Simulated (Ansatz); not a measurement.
Input for Ansatz (a quantum-chemistry and plane-wave program): R-CCSD(T)/aug-cc-pVTZ on AsFH4 (a complex). The run froze 15 orbitals, filled d shells among them.

Ansatz 0.2 input:
```yaml
crystal:
  periodic: [false, false, false]
  atoms:
    - {symbol: F, position_ang: [0.39188062, -0.76984146, -0.41880109]}
    - {symbol: H, position_ang: [0.33146659, -0.43536347, 0.45414705]}
    - {symbol: As, position_ang: [0.17899529, 0.42188609, 2.68506336]}
    - {symbol: H, position_ang: [1.35570265, 1.08068204, 3.38148967]}
    - {symbol: H, position_ang: [-0.17153720, -0.45907138, 3.87026333]}
    - {symbol: H, position_ang: [-0.80157428, 1.51570157, 3.06677749]}
basis:
  gaussian:
    orbitals: aug-cc-pVTZ
magnetization: {spin_polarized: false}
correlation: {method: ccsd_t, electrons: outside_noble_gas}
scf: {lower_state_search: off}
```

The log:

```
Functional definition: HF
[...]
these checks for a lower state are left out or cut short: stability, starts, cluster_reference, orbital_swaps, neighbouring_geometries, increment
integrals: 0.78 GiB planned
1147 factors; integrals over basis functions are off by at most 1.2e-3 eV
mean field: 0.56 GiB planned
mean field evaluation 1: about -63565.1382 eV, gradient 2.8e1 eV
mean field evaluation 2: about -63565.1675 eV, gradient 2.8e1 eV
mean field evaluation 4: about -63566.8035 eV, gradient 2.1e0 eV
mean field evaluation 8: about -63566.8314 eV, gradient 9.8e-2 eV
mean field -63566.83143223 eV, -2336.0379679887 hartree, gradient 2.7e-6 eV, S^2 0.000000; 0 other end points of the search recorded, 0 dependent functions left out
15 core orbitals not correlated
reference -63566.83143223 eV, -2336.0379679887 hartree; 8, 8 occupied and 174, 174 virtual orbitals, 1147 factors
second order -12.07533320 eV of doubles, -0.00000000 eV of singles
coupled cluster: 1.93 GiB planned
cycle   1  -12.45014997 eV  change   -3.7e-1 eV  update   7.5e-2
cycle   2  -12.75383124 eV  change   -3.0e-1 eV  update   2.4e-2
cycle   3  -12.81714579 eV  change   -6.3e-2 eV  update   1.2e-2
cycle   4  -12.80827026 eV  change    8.9e-3 eV  update   2.7e-3
cycle   5  -12.80800503 eV  change    2.7e-4 eV  update   1.1e-3
cycle   6  -12.80827875 eV  change   -2.7e-4 eV  update   3.3e-4
cycle   7  -12.80805917 eV  change    2.2e-4 eV  update   1.2e-4
cycle   8  -12.80802864 eV  change    3.1e-5 eV  update   4.1e-5
cycle   9  -12.80805021 eV  change   -2.2e-5 eV  update   1.8e-5
cycle  10  -12.80805556 eV  change   -5.3e-6 eV  update   5.9e-6
perturbative correction -0.38973775 eV, -0.0143225982 hartree
Total energy: -63580.02922554 eV, -2336.5229779471 hartree
Checks for a lower state left out: stability, starts, cluster_reference, orbital_swaps, neighbouring_geometries, increment
```

The calculation finished and met its thresholds.

Cost: about 30 core-seconds (a rough figure).
